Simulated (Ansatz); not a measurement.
C4H6BF, SMILES `B/C=C(\F)C=C` at its PBE0-D4/def2-TZVP geometry, where that method's forces vanish. Total charge 0; spin multiplicity 1.

```xyz
12

B    -1.6958   -1.4866    1.1915
C    -0.3861   -1.1010    0.5155
C    -0.1142    0.1187    0.0106
F    -1.0176    1.0935    0.0799
C     1.1189    0.5142   -0.6365
C     1.3431    1.7337   -1.1220
H    -1.8446   -2.5978    1.6090
H    -2.5795   -0.6921    1.3108
H     0.4255   -1.8139    0.4010
H     1.8727   -0.2619   -0.7061
H     2.2837    1.9802   -1.5981
H     0.5938    2.5130   -1.0556
```

Q: What forces (eV/Å) does r2SCAN-D4/def2-TZVPP give on these atoms in the Gaussian-basis code of Ansatz? (An estimate is asked.)

A: Ansatz gave: 
```
B1  -0.024 -0.033  0.020
C2  -0.150 -0.271  0.150
C3   0.392 -0.033 -0.155
F4  -0.241  0.266  0.017
C5  -0.068 -0.195  0.091
C6   0.061  0.260 -0.109
H7   0.007  0.036 -0.014
H8   0.030 -0.020 -0.007
H9   0.008  0.012 -0.007
H10 -0.007 -0.005  0.005
H11 -0.018 -0.001  0.008
H12  0.011 -0.017  0.001
```
